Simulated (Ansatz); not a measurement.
Ge(vinyl)2(NMe2)2 (C8H18GeN2). Total charge 0; singlet. Geometry PBE-D4/def2-SVP.

```xyz
29

Ge    0.0944   -0.0010    0.4947
C     1.4865    1.0532    1.3896
C     2.3851    0.5268    2.2434
H     1.5058    2.1435    1.2031
H     2.4188   -0.5542    2.4701
H     3.1411    1.1476    2.7576
C    -0.9727   -1.0268    1.7679
C    -2.2833   -1.2677    1.5749
H    -0.4685   -1.4341    2.6630
H    -2.8085   -0.8643    0.6909
H    -2.8855   -1.8635    2.2835
N     0.9202   -1.1736   -0.6735
C     2.1691   -0.8566   -1.3293
C     0.1415   -2.2066   -1.3207
H     2.8163   -1.7626   -1.4114
H     2.7334   -0.0988   -0.7499
H     2.0399   -0.4607   -2.3705
H    -0.7617   -2.4470   -0.7243
H    -0.1999   -1.9283   -2.3517
H     0.7345   -3.1471   -1.4215
N    -1.1180    1.0621   -0.4517
C    -1.8688    2.0681    0.2704
C    -0.7966    1.4352   -1.8127
H    -1.3352    3.0512    0.3635
H    -2.1071    1.7178    1.2957
H    -2.8393    2.2820   -0.2381
H    -0.2168    0.6300   -2.3068
H    -1.7256    1.5936   -2.4109
H    -0.1989    2.3817   -1.8953
```

Single mean-field runs in def2-TZVP are fitted with def2-universal-jkfit.

(1) Estimate the orbital energies around the gap (eV) in Ansatz with PBE-D4/def2-TZVP, BLYP-D4/def2-TZVP, r2SCAN-D4/def2-TZVP, B97M-V/def2-TZVP, PBE0-D4/def2-TZVP.

Answers

(1) 
```tsv
orbital	PBE-D4/def2-TZVP	BLYP-D4/def2-TZVP	r2SCAN-D4/def2-TZVP	B97M-V/def2-TZVP	PBE0-D4/def2-TZVP
HOMO−13	-10.09	-9.99	-10.49	-10.61	-11.68
HOMO−12	-9.67	-9.58	-10.06	-10.20	-11.25
HOMO−11	-9.13	-9.07	-9.49	-9.58	-10.63
HOMO−10	-9.11	-9.04	-9.46	-9.57	-10.61
HOMO−9	-9.02	-8.94	-9.38	-9.47	-10.51
HOMO−8	-8.68	-8.61	-9.01	-9.13	-10.12
HOMO−7	-8.58	-8.51	-8.91	-9.04	-10.03
HOMO−6	-7.87	-7.76	-8.15	-8.28	-9.22
HOMO−5	-7.59	-7.48	-7.87	-7.98	-8.92
HOMO−4	-7.20	-7.09	-7.47	-7.56	-8.49
HOMO−3	-6.83	-6.64	-7.04	-7.06	-7.96
HOMO−2	-6.63	-6.45	-6.83	-6.85	-7.74
HOMO−1	-4.76	-4.66	-4.99	-5.16	-6.06
HOMO	-4.60	-4.50	-4.83	-5.00	-5.89
LUMO	-1.71	-1.55	-1.54	-1.51	-0.73
LUMO+1	-1.15	-1.00	-0.94	-0.90	-0.10
LUMO+2	0.29	0.32	0.87	0.34	1.09
LUMO+3	0.73	0.77	1.28	0.86	1.58
LUMO+4	0.78	0.81	1.39	0.87	1.62
LUMO+5	0.92	0.95	1.50	1.09	1.84
```
